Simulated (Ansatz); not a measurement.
Start from `[CH3][AlH][NH]C[SiH3]` and change one atom or group to get `[CH3][AlH][NH][SiH2]Cl`.

Ansatz, PBE0-D4/def2-TZVP geometries, multiplicity 1. Each molecule was computed in one conformer, which needn't be the lowest.

```json
{"property": "LUMO energy (ωB97M-V/def2-TZVPP) / eV", "`[CH3][AlH][NH]C[SiH3]`": "1.22"}
{"property": "HOMO energy (ωB97M-V/def2-TZVPP) / eV", "`[CH3][AlH][NH]C[SiH3]`": "-8.85"}
{"property": "LUMO energy (B3LYP/def2-TZVPP) / eV", "`[CH3][AlH][NH]C[SiH3]`": "-0.54"}
{"property": "HOMO energy (B3LYP/def2-TZVPP) / eV", "`[CH3][AlH][NH]C[SiH3]`": "-6.38"}
{"property": "HOMO–LUMO gap (ωB97M-V/def2-TZVPP) / eV", "`[CH3][AlH][NH]C[SiH3]`": "10.07"}
{"property": "LUMO energy (PBE0/def2-TZVPP) / eV", "`[CH3][AlH][NH]C[SiH3]`": "-0.34"}
```

Give the same properties after the change, and the shifts. (An estimate is asked.)

The calculation gave: 
```json
{"property": "LUMO energy (ωB97M-V/def2-TZVPP) / eV", "`[CH3][AlH][NH][SiH2]Cl`": "0.89", "shift": "-0.33"}
{"property": "HOMO energy (ωB97M-V/def2-TZVPP) / eV", "`[CH3][AlH][NH][SiH2]Cl`": "-10.44", "shift": "-1.59"}
{"property": "LUMO energy (B3LYP/def2-TZVPP) / eV", "`[CH3][AlH][NH][SiH2]Cl`": "-0.88", "shift": "-0.34"}
{"property": "HOMO energy (B3LYP/def2-TZVPP) / eV", "`[CH3][AlH][NH][SiH2]Cl`": "-7.88", "shift": "-1.50"}
{"property": "HOMO–LUMO gap (ωB97M-V/def2-TZVPP) / eV", "`[CH3][AlH][NH][SiH2]Cl`": "11.33", "shift": "1.26"}
{"property": "LUMO energy (PBE0/def2-TZVPP) / eV", "`[CH3][AlH][NH][SiH2]Cl`": "-0.67", "shift": "-0.33"}
```

With PBE0 the HOMO falls by 1.55 eV and the LUMO falls by 0.33 eV, so the gap widens by about 1.22 eV. PBE moves the HOMO by -1.42 eV and ωB97M-V by -1.59 eV.

B3LYP here is the variant with VWN-RPA as its local correlation; programs differ in this.
